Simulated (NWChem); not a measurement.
Species: C₂H₇InO; SMILES [CH3][In]([CH3])[OH]

```xyz
11

In    -0.0385    -0.0050     0.0005
C     -0.7220    -2.0555    -0.0006
H     -0.3552    -2.5691    -0.9020
H     -1.8196    -2.1074     0.0165
H     -0.3264    -2.5801     0.8819
C     -0.9951     1.9214    -0.0002
H     -1.5452     2.0744    -0.9406
H     -0.2236     2.6976     0.0959
H     -1.7070     2.0080     0.8335
O      1.9615     0.2604    -0.0001
H      2.4724    -0.5555    -0.0057
```
Atoms are numbered in this order, from 1.

Program: NWChem. Medium grid unless said otherwise, to which SCAN and Minnesota functionals are sensitive. Geometry: optimised at PBE0/def2-SVP. No frequency run checked for a minimum. def2 effective core potentials on In; no spin-orbit coupling. Hybrids' shares of exact exchange are those that their runs print; pure functionals count as 0. The functionals differ in more than this share.

| row | share of exact exchange | highest occupied level (eV) |
|---|---|---|
| PBE/def2-SVP | 0.00 | -5.93 |
| r2SCAN/def2-SVP | 0.00 | -6.27 |
| B3LYP/def2-SVP | 0.20 | -7.05 |
| PBE0/def2-SVP | 0.25 | -7.32 |
| PW6B95/def2-SVP | 0.28 | -7.38 |
| Hartree-Fock/def2-SVP | 1.00 | withheld |

Question: Fit a straight line of the last column on the one before it, predict the withheld value, and compare with the run.

Answer: 
1. Means of the 5 shown rows: x = 0.146, y = -6.790. Slope Σ(x − x̄)(y − ȳ)/Σ(x − x̄)² = -0.3497/0.07432 = -4.705; intercept -6.103.
2. The shown rows scatter about the line by 0.111 (root mean square); the largest residual is +0.17, at PBE/def2-SVP.
3. At x = 1.00 (Hartree-Fock/def2-SVP; beyond the shown range) the line gives -10.81.
4. The run gives -10.14, +0.67 from the line, 6.1 times the scatter.
